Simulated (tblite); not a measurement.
A tight-binding relaxation on `C[SiH2][SiH2]/C(=C\F)[SiH2]Br`.

Computed with GFN2-xTB geometry optimisation, gas phase (tblite 0.8.0). Start geometry: from a force field or distance geometry. The command runs a driver script over a list of jobs; the input below is this job's line of settings and its coordinates in Å.

Command:
```bash
OMP_NUM_THREADS=1 python probes_run.py task.json out
```

Input:
```
{"job": {"kind": "relax", "xc": "GFN2-xTB", "basis": "xTB"}, "charge": 0, "multiplicity": 1}
C     -2.488800     0.523100     0.524100
Si    -1.676800     0.377500    -1.128600
Si     0.126200    -1.097600    -0.943000
C      1.279400    -0.528300     0.360300
C      1.266400    -0.995900     1.632400
F      0.377900    -1.919200     2.042300
Si     2.461300     0.747300    -0.230000
Br     1.819000     2.690500     0.626600
H     -1.805000     0.907500     1.286100
H     -3.351600     1.212200     0.476900
H     -2.878700    -0.441400     0.873400
H     -1.170000     1.697400    -1.559400
H     -2.643400    -0.112400    -2.130200
H      0.830800    -1.198400    -2.251400
H     -0.391600    -2.445700    -0.625200
H      1.915500    -0.702100     2.453200
H      3.821100     0.441400     0.285500
H      2.499500     0.850600    -1.704600
```

Problem. Give the output.

Solution. 
```
step      E/eV     max force
  0    -694.39664    2.508
  1    -694.51987    1.727
  2    -694.56075    0.367
  3    -694.57395    0.403
  4    -694.60507    0.392
  5    -694.62052    0.396
  6    -694.63893    0.325
  7    -694.64594    0.198
  8    -694.65037    0.143
  9    -694.65305    0.123
... (155 lines left out)
165    -694.72821    0.012
166    -694.72825    0.014
167    -694.72828    0.011
168    -694.72831    0.012
169    -694.72833    0.012
170    -694.72835    0.011
171    -694.72837    0.012
172    -694.72838    0.011
173    -694.72840    0.010
174    -694.72842    0.010
```

«max force» is the largest atomic force in eV/Å.

Problem. From which step on does the largest force stay under 0.1 eV/Å, and how much energy is left to gain from there?

Solution. From step 125 (0.056 eV/Å), 7.4 meV above the end.

Main results: energy lowered by 7.7 kcal/mol over 174 steps; largest atomic force 0.010 eV/Å at the end.

Problem. Give the final coordinates.

Solution. 0.831 Å rms from the input after alignment:
```
atom  x, y, z in Å
C1    -2.0948    0.8019    0.7160
Si2   -1.9224    0.1464   -1.0599
Si3    0.0775   -1.0088   -1.2784
C4     1.1983   -0.5936    0.2121
C5     0.9961   -1.1918    1.3731
F6     0.0362   -2.1271    1.5339
Si7    2.5315    0.7121    0.1056
Br8    1.5191    2.5790   -0.5496
H9    -1.3367    1.5512    0.9306
H10   -3.0636    1.2665    0.8750
H11   -1.9921    0.0031    1.4466
H12   -1.9982    1.2779   -1.9907
H13   -3.0600   -0.7409   -1.3506
H14    0.9023   -0.6287   -2.4388
H15    0.0183   -2.4748   -1.3012
H16    1.5328   -1.0365    2.3014
H17    3.1321    1.0462    1.3905
H18    3.5149    0.4242   -0.9272
```

Problem. How long does this job take on one thread, Arm Neoverse V1 (aarch64), shared host with 32 logical CPUs at a one-minute load of 8.8?

Solution. About 2.1 s.
Labels such as C1 count atoms from 1, the log's own numbers from 0.
